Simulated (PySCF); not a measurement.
Input for PySCF: R-MP2/6-31G* on AsBFH3O (SMILES OB(F)[AsH2]), a point of a torsion scan.

```python
from pyscf import gto, scf, dft, mp
from pyscf.data.elements import chemcore

mol = gto.M(
    atom='''
    O    -1.58387593    0.18835362   -0.46959622
    B    -0.60978881   -0.35136690    0.26600725
    F    -1.03745672   -1.25005149    1.15270448
    As    1.40232290    0.06715741    0.18693098
    H    -1.36317440    0.84078638   -1.13270004
    H     1.76980824   -1.31489903    0.63346727
    H     1.40066970    0.50308371    1.62369410
    ''',
    basis='6-31g*',
    cart=True,
    charge=0, spin=0, verbose=3, max_memory=1800)
mf = scf.RHF(mol)
mf.conv_tol = 1e-8
mf.max_cycle = 100
mf.kernel()
if not mf.converged:
    mf = mf.newton().run(mf.mo_coeff, mf.mo_occ)
pt = mp.MP2(mf, frozen=chemcore(mol)).run()
```

Output:

```
converged SCF energy = -2434.73758463692
E(RMP2) = -2435.42277672615  E_corr = -0.685192089222766
E(SCS-RMP2) = -2435.38871108972  E_corr = -0.651126452795871
```

The run converged.

Cost: about 2.2 core-seconds (a rough figure).
